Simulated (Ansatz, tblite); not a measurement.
Removing and adding an electron: `CCC(F)CC(F)CC(F)CC(C)F`. Charge 0, multiplicity 1. Geometry: r2SCAN-D4/def2-SVP. Ansatz, gas phase; energy differences of separate SCF runs; the oxidised species was run as a doublet alone; the reduced species was run as a doublet alone.

```xyz
32

C    -2.625    1.538    3.629
C    -2.516    2.068    2.203
C    -1.221    1.689    1.508
F    -1.169    2.375    0.288
C    -1.067    0.210    1.203
C     0.242   -0.094    0.501
F     1.290    0.235    1.377
C     0.400   -1.542    0.086
C     1.789   -1.866   -0.446
F     1.812   -3.221   -0.756
C     2.231   -1.064   -1.664
C     1.198   -0.916   -2.771
C     1.763   -0.323   -4.042
F     0.666   -2.172   -3.065
H    -2.663    0.438    3.661
H    -3.538    1.911    4.116
H    -1.767    1.860    4.241
H    -2.569    3.169    2.203
H    -3.361    1.714    1.586
H    -0.352    2.030    2.102
H    -1.906   -0.114    0.562
H    -1.112   -0.376    2.136
H     0.344    0.581   -0.367
H    -0.345   -1.791   -0.688
H     0.202   -2.200    0.950
H     2.528   -1.708    0.360
H     2.540   -0.056   -1.335
H     3.133   -1.557   -2.068
H     0.351   -0.295   -2.418
H     2.583   -0.951   -4.423
H     0.983   -0.260   -4.814
H     2.154    0.690   -3.857
```

The xTB rows come from tblite. HOMO above LUMO, or a gap near zero within one spin, warns that the state may not be the lowest or that an electron is smeared out.

```json
{"level": "GFN1-xTB", "−HOMO (eV)": "12.75", "vertical IE (eV)": "14.93", "−LUMO (eV)": "4.15", "vertical EA (eV)": "2.08", "HOMO–LUMO gap (eV)": "8.61", "IE − EA (eV)": "12.84", "remarks": "–"}
{"level": "GFN2-xTB", "−HOMO (eV)": "11.83", "vertical IE (eV)": "13.87", "−LUMO (eV)": "0.63", "vertical EA (eV)": "-1.78", "HOMO–LUMO gap (eV)": "11.20", "IE − EA (eV)": "15.64", "remarks": "–"}
{"level": "PBE-D4/def2-SVP", "−HOMO (eV)": "6.89", "vertical IE (eV)": "9.29", "−LUMO (eV)": "-0.63", "vertical EA (eV)": "–", "HOMO–LUMO gap (eV)": "7.52", "IE − EA (eV)": "–", "remarks": "gap within one spin near zero (+1 doublet)"}
{"level": "PBE0-D4/def2-SVP", "−HOMO (eV)": "8.61", "vertical IE (eV)": "10.27", "−LUMO (eV)": "-1.51", "vertical EA (eV)": "-2.71", "HOMO–LUMO gap (eV)": "10.12", "IE − EA (eV)": "12.98", "remarks": "HOMO above zero (-1 doublet)"}
```

Relaxing the oxidised species (r2SCAN-D4/def2-SVP) changes its energy by -0.18 eV at PBE-D4/def2-SVP, so the adiabatic ionisation energy to this nearest minimum is 9.11 eV. At PBE0-D4/def2-SVP it is 9.94 eV.  Relaxing the reduced species (r2SCAN-D4/def2-SVP) changes its energy by -0.22 eV at PBE0-D4/def2-SVP, so the adiabatic electron affinity to this nearest minimum is -2.49 eV. The highest occupied level of the relaxed charge -1 doublet lies above zero (up to 3.60 eV). By energy differences, losing it releases 2.49 eV (each at its own geometry, to the charge 0 singlet, at PBE0-D4/def2-SVP).  Run but left out: PBE-D4/def2-SVP (charge -1 doublet: an occupied level 0.00 eV above an empty one).   A HOMO above zero means that the electron is unbound at that level or that self-interaction error raises the level; the energy of removing that electron tells which. Raw xTB energy differences between charge states are shifted by several eV; the methods need an empirical correction for them. Sets without diffuse functions give affinities that are too small. A negative affinity means that the extra electron isn't bound; its size then hangs on the basis.
